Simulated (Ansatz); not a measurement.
System: C$_{2}$H$_{9}$Si$_{2}$ (charge 0, doublet). SMILES: [CH2][SiH](C)[SiH3]
Geometry: optimised at B3LYP-D3(BJ)/def2-TZVP (Ansatz, a program for electronic structure).

Wanted: atomisation energy, in kcal/mol. Set-up: 6-31G* and kin with 6d, 5d where marked; open shells spin-unrestricted; atomisation electronic, to ground-state atoms; non-relativistic; frozen cores in correlated levels; no spin-orbit coupling; dispersion terms only where a functional's name holds one. CBS(X,Y): correlation extrapolated as X^-3; Hartree-Fock from the larger set. First-principles rows: single points at B3LYP-D3(BJ) geometries (Ansatz).

| species | coefficient | E at B3LYP/6-31G* (Ansatz), Eh | E at wB97X-V/def2-TZVPD (Ansatz), Eh |
|---|---|---|---|
| [CH2][SiH](C)[SiH3] | -1 | -660.56576 | -660.49159 |
| C atom | +2 | -37.84628 | -37.84665 |
| H atom | +9 | -0.50027 | -0.50049 |
| Si atom | +2 | -289.37173 | -289.31750 |

Coupled cluster (Ansatz) is a level with limits of its own, used here on species with T1 under 0.025 (0.045 for open shells) and stable references: CCSD(T)/CBS(cc-pV(T+d)Z,cc-pV(Q+d)Z). Value to compare with, CCSD(T)/CBS(cc-pV(T+d)Z,cc-pV(Q+d)Z) (Ansatz): 1036.6 kcal/mol. 1 Eh = 627.5095 kcal/mol.

**Question.** Compute it at each level from the table, and compare with CCSD(T)/CBS(cc-pV(T+d)Z,cc-pV(Q+d)Z) (Ansatz).

**Answer.** 
- B3LYP/6-31G*: the sum of coefficient times E is 1.62731 Eh, or 1021.15 kcal/mol. Result: 1021.2 kcal/mol. Its difference against CCSD(T)/CBS(cc-pV(T+d)Z,cc-pV(Q+d)Z) (Ansatz) is -15.4 kcal/mol.
- wB97X-V/def2-TZVPD: the sum of coefficient times E is 1.65888 Eh, or 1040.96 kcal/mol. Result: 1041.0 kcal/mol. Its difference against CCSD(T)/CBS(cc-pV(T+d)Z,cc-pV(Q+d)Z) (Ansatz) is 4.4 kcal/mol.
